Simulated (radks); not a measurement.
Spherical quantum dot in the effective-mass picture: electrons in a parabolic well V = omega^2 r^2 / 2 with omega = 0.262, all in effective atomic units (hartree* = m*/eps^2 hartree, bohr* = eps/m* bohr), one dielectric constant everywhere. Method: non-relativistic Kohn-Sham, LDA (Slater exchange, Perdew-Wang correlation), spin-polarised, spherical densities; computed with a radial shooting solver with Libxc functionals. Levels are named by radial order and angular momentum (1s, 1p, 1d, 2s, ...), and open shells are averaged over m. Results are scaled to m* = 0.035 and eps = 10.1, for which hartree* = 9.336 meV and bohr* = 15.27 nm. Each electron was tried in the lowest free levels, single moves between levels near the top were tried too, and the lowest total energy was kept; such a search can miss a lower state. At N = 1 the Hartree and exchange-correlation terms need not cancel, so that row can carry a self-interaction error.

| N | open shells | 2S | E (meV) | mu = E(N) - E(N-1) (meV) | addition energy mu(N+1) - mu(N) (meV) | e(HOMO) (meV) | rms radius (nm) |
|---|---|---|---|---|---|---|---|
| 1 | 1s(up 1, down 0) | 1 | 3.77042 | 3.7704 | 3.181 | 5.0847 | 37.01 |
| 2 | none | 0 | 10.7214 | 6.9510 | 4.165 | 8.1768 | 41.17 |
| 3 | 1p(up 1, down 0) | 1 | 21.8370 | 11.116 | 2.060 | 12.146 | 47.03 |
| 4 | 1p(up 2, down 0) | 2 | 35.0122 | 13.175 | 2.030 | 14.199 | 50.78 |
| 5 | 1p(up 3, down 0) | 3 | 50.2170 | 15.205 | 2.397 | 16.201 | 53.72 |
| 6 | 1p(up 3, down 1) | 2 | 67.8191 | 17.602 | 1.808 | 18.508 | 56.42 |
| 7 | 1p(up 3, down 2) | 1 | 87.2293 | 19.410 | 1.787 | 20.309 | 58.76 |
| 8 | none | 0 | 108.426 | 21.197 | 3.042 | 22.079 | 60.87 |
| 9 | 1d(up 1, down 0) | 1 | 132.666 | 24.239 | 1.597 | 25.041 | 63.32 |
| 10 | 1d(up 2, down 0) | 2 | 158.502 | 25.836 | 1.575 | 26.627 | 65.48 |
| 11 | 1d(up 3, down 0) | 3 | 185.913 | 27.411 | 1.551 | 28.190 | 67.44 |
| 12 | 1d(up 4, down 0) | 4 | 214.874 | 28.962 | 1.527 | 29.729 | 69.23 |
| 13 | 1d(up 5, down 0) | 5 | 245.363 | 30.489 | 1.831 | 31.244 | 70.91 |
| 14 | 1d(up 5, down 1) | 4 | 277.683 | 32.320 | 1.439 | 33.041 | 72.53 |
| 15 | 1d(up 5, down 2) | 3 | 311.441 | 33.759 | 1.425 | 34.474 | 74.05 |
| 16 | 1d(up 5, down 3) | 2 | 346.624 | 35.183 | 1.408 | 35.890 | 75.49 |
| 17 | 1d(up 5, down 4) | 1 | 383.216 | 36.592 | 1.392 | 37.290 | 76.86 |
| 18 | none | 0 | 421.199 | 37.983 | 1.677 | 38.673 | 78.18 |
| 19 | 2s(up 1, down 0) | 1 | 460.860 | 39.661 | 1.556 | 40.356 | 79.48 |
| 20 | none | 0 | 502.077 | 41.217 | 1.851 | 41.902 | 80.74 |
| 21 | 1f(up 1, down 0) | 1 | 545.144 | 43.067 | 1.278 | 43.708 | 82.05 |
| 22 | 1f(up 2, down 0) | 2 | 589.490 | 44.346 | 1.267 | 44.981 | 83.30 |
| 23 | 1f(up 3, down 0) | 3 | 635.102 | 45.612 | 1.255 | 46.242 | 84.50 |
| 24 | 1f(up 4, down 0) | 4 | 681.970 | 46.868 | 1.244 | 47.491 | 85.66 |
| 25 | 1f(up 5, down 0) | 5 | 730.081 | 48.111 | 1.232 | 48.729 | 86.78 |
| 26 | 1f(up 6, down 0) | 6 | 779.424 | 49.343 | 1.221 | 49.956 | 87.86 |
| 27 | 1f(up 7, down 0) | 7 | 829.988 | 50.564 | 1.460 | 51.171 | 88.91 |
| 28 | 1f(up 7, down 1) | 6 | 882.013 | 52.025 | 1.183 | 52.618 | 89.94 |
| 29 | 1f(up 7, down 2) | 5 | 935.220 | 53.208 | 1.174 | 53.796 | 90.94 |
| 30 | 1f(up 7, down 3) | 4 | 989.602 | 54.382 | 1.166 | 54.966 | 91.92 |
| 31 | 1f(up 7, down 4) | 3 | 1045.15 | 55.548 | 1.157 | 56.128 | 92.87 |
| 32 | 1f(up 7, down 5) | 2 | 1101.85 | 56.705 | 1.149 | 57.281 | 93.80 |
| 33 | 1f(up 7, down 6) | 1 | 1159.71 | 57.853 | 1.140 | 58.425 | 94.70 |
| 34 | none | 0 | 1218.70 | 58.993 | 1.524 | 59.561 | 95.59 |
| 35 | 2p(up 1, down 0) | 1 | 1279.22 | 60.518 | - | 61.085 | 96.48 |

All shells are closed at N = 2, 8, 18, 20, 34 (there: 1s2 1p6 1d10 2s2 1f14); the second difference of the energy has clear peaks (12 % above both neighbours; the first and last values, which can be the largest, are not judged, and half-filled shells can peak too) at N = 2, 5, 8, 13, 20, 27.
